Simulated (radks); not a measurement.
Values are calculated unless marked as measured or tabulated.
These are the eigenvalues of the occupied orbitals of an atom or ion with whole-number occupations (hartree). Code: a radial shooting solver on a logarithmic mesh with Libxc functionals. Model: Dirac Kohn-Sham, revPBE, spin-unpolarised, spherical densities, point nucleus.

orbital  eigenvalue
1s1/2     -522.1857
2s1/2     -70.64440
2p1/2     -64.02971
2p3/2     -62.05306
3s1/2     -11.47308
3p1/2      -9.13619
3p3/2      -8.83022
3d3/2      -4.78465
3d5/2      -4.73186
4s1/2      -1.70317
4p1/2      -1.11458
4p3/2      -1.07795
4f5/2      -0.02290

Which element is it, and in what charge state? The configuration may be excited. Open shells, if any, fill j = l - 1/2 first.

Answer. Z = 36, krypton, charge 0: Kr in [Ar] 3d8 4s2 4p6 4f2. The list shows which subshells hold electrons but not how many an open one holds; the 1s level, -522.19 hartree, gives Z - s = 32.3 by -(Z - s)^2/2, which with screening and relativity narrows Z to a few neighbours, and the depths of the outer levels then fix element, charge and occupations together.
